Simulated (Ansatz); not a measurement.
The cluster Mn₂S⁺. Total charge 1; quartet. Geometry PBE-D4/def2-TZVP; atoms count from 1.

```xyz
3

Mn    1.0372   -0.9569   -0.1296
Mn    0.1386    1.2593    0.2062
S    -1.1758   -0.3024   -0.0766
```

The charge 1 quartet is spin-contaminated (final ⟨S²⟩ up to 6.95, 3.75 for a pure state). At PBE0-D4/def2-TZVP a doublet of charge 1 lies 1.84 eV below the quartet, each at its own geometry. The structure comes from a short search, and lower isomers may exist.

Q: Estimate the Mulliken populations from the PBE0/def2-TZVP orbitals of Ansatz.

A: 
| atom | charge (e) | spin (α − β) | d electrons |
| --- | --- | --- | --- |
| Mn1 | 0.69 | 5.24 | 5.25 |
| Mn2 | 0.66 | -2.66 | 5.60 |
| S3 | -0.35 | 0.42 | – |
Mulliken values depend strongly on the basis.

Q: Where does the spin sit?

A: Summed by element: Mn 2.58, S 0.42, of 3 unpaired in all. Largest on single atoms: Mn1 5.24, Mn2 -2.66, S3 0.42.

Q: And the Mayer bond orders between heavy atoms (over 0.3)?

A: Mn1–Mn2 0.81 (2.41 Å); Mn1–S3 0.89 (2.31 Å); Mn2–S3 1.49 (2.06 Å).
